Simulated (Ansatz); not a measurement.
The cluster Mg2S2⁻. Total charge -1; quartet. Geometry PBE-D4/def2-TZVPD; atoms count from 1.

```xyz
4

Mg   -1.562    0.432   -0.398
Mg    1.168   -0.799    0.885
S     0.108   -1.088   -1.272
S     0.286    1.454    0.785
```

At PBE0-D4/def2-TZVPD a doublet of charge -1 lies 1.68 eV below the quartet, each at its own geometry. The structure comes from a short search, and lower isomers may exist.

(1) Estimate the Mulliken populations from the PBE0/def2-TZVPD orbitals of Ansatz.

(2) Where does the spin sit?

(3) And the Mayer bond orders between bonded heavy atoms (over 0.3)?

Answers

(1) 
| atom | charge (e) | spin (α − β) |
| --- | --- | --- |
| Mg1 | 0.24 | 0.94 |
| Mg2 | 0.24 | 0.94 |
| S3 | -0.74 | 0.56 |
| S4 | -0.74 | 0.56 |
Mulliken values and Mayer orders depend strongly on the basis. With diffuse functions, as here, like atoms can get unlike values, and bond orders can come out too low or too high.

(2) Summed by element: Mg 1.88, S 1.12, of 3 unpaired in all. Largest on single atoms: Mg1 0.94, Mg2 0.94, S3 0.56.

(3) Mg1–S3 0.48 (2.42 Å); Mg1–S4 0.48 (2.42 Å); Mg2–S3 0.48 (2.42 Å); Mg2–S4 0.48 (2.42 Å).
